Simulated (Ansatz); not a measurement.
Saddle point of CH$_{9}$NSn, singlet (CH₅N ([CH3][NH2]) + SnH₄ → CH₇NSn ([CH3][NH][SnH3]) + H₂; bonds formed: Sn1–N7, H2–H6; bonds broken: Sn1–H2, H6–N7), PBE0-D4/def2-TZVP structure:

Sn1  (-1.434, 0.527, -0.363)
H2  (-0.172, 1.783, 1.023)
H3  (-1.868, -0.934, -1.199)
H4  (-2.728, 0.894, 0.677)
H5  (-1.017, 1.655, -1.564)
H6  (0.274, 0.786, 1.062)
N7  (0.285, -0.379, 0.619)
C8  (1.422, -0.744, -0.216)
H9  (0.049, -1.118, 1.277)
H10  (1.751, 0.144, -0.765)
H11  (1.175, -1.523, -0.943)
H12  (2.262, -1.091, 0.390)
(Å)

Energies are electronic, without zero-point energy. Barriers and step energies count from the start structure reached by relaxing down the imaginary mode; all methods use the PBE0-D4 structures, on which another method's saddle can fall below an end. Program: Ansatz 0.2.0. Basis: def2-TZVPP, with def2-QZVPP for the basis limit. Cores are frozen in the correlated methods. Filled d shells of the heavier atoms are correlated. Core potentials replace the inner electrons of the atoms past krypton. The def2 sets are not built for correlating such inner shells, so the correlated values are less sure here. B3LYP uses VWN-RPA correlation. Extrapolation: Hartree–Fock as exp(−7.88 √X), correlation as X^−2.97.

| method | barrier (eV) | step energy (eV) |
| --- | --- | --- |
| SPW92 | 1.451 | 0.613 |
| PBE-D4 | 1.640 | 0.495 |
| BLYP-D4 | 1.721 | 0.433 |
| r2SCAN-D4 | ? | 0.502 |
| B97M-V | 1.864 | 0.627 |
| PBE0-D4 | 1.824 | 0.560 |
| B3LYP-D4 | 1.874 | 0.501 |
| r2SCAN0-D4 | 1.900 | 0.561 |
| BHLYP-D4 | 2.085 | 0.572 |
| CAM-B3LYP-D4 | 1.964 | 0.542 |
| wB97X-V | 1.992 | 0.529 |
| wB97M-V | ? | 0.549 |
| B2PLYP | 1.956 | 0.476 |
| PBE-QIDH | 1.953 | 0.533 |
| RPA on PBE | 1.991 | 0.472 |
| HF | 2.527 | 0.640 |
| MP2 | ? | 0.407 |
| CCSD | 2.106 | 0.535 |
| CCSD(T) | 1.999 | 0.494 |

**Question.** Fill in the withheld barriers. (An estimate is asked for; the value comes from the calculation.)

**Answer.** Computed: wB97M-V 1.981; r2SCAN-D4 1.755; MP2 1.940 eV. Each is the energy of the saddle less that of the start structure, by the same method.

For comparison, the barrier by CCSD(T) at an estimated basis limit (MP2 extrapolated from triple and quadruple zeta, plus CCSD(T) − MP2 in triple zeta) is 1.899 eV.

T1 diagnostic: at most 0.014.

Labels in which every atom is bracketed show which atoms are joined, not bond orders.

For scale, one of the runs: CCSD(T)/def2-TZVPP, 238 basis functions, launched by `ansatz run in.yaml --threads 4 --pin off --events-out ev --progress --plain --max-ram 9574MiB`. Hardware: 4 CPU threads of an Intel Xeon, shared host. Wall time 2.8 min; peak host memory 5 GiB.
